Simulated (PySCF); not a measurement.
**A small calculation by hand: oscillator strength and radiative lifetime**

C₂H₇Al, SMILES C[CH2][AlH2].

Geometry: B3LYP-D3(BJ)/def2-SVP.

TDDFT-M06-2X/def2-SVPD (PySCF 2.14.0) puts the first singlet state with f over 0.02 at 6.67 eV (vertical), with the transition dipole (-0.289, -0.420, 0.000) in atomic units.

Problem. Find the oscillator strength, the wavelength and the radiative lifetime that this transition would have in vacuum if emission retraced absorption.

Solution. 
|μ|² = 0.2599 au, so |μ| = 1.30 D. ΔE = 6.67/27.211 = 0.2451 hartree. f = (2/3) ΔE |μ|² = 0.042 (the program prints 0.042).
λ = 1239.84/6.67 = 186 nm; ν = 53797 cm⁻¹.
Einstein's coefficient A = 0.6670 ν² f s⁻¹ (ν in cm⁻¹) = 8.2e7 s⁻¹, so τ = 1/A = 12 ns. This state is S3; the lower singlets have f = 0.001, 0.000. The figure is the radiative limit of this one transition; relaxation, internal conversion, crossing to triplets and a medium change what is measured.
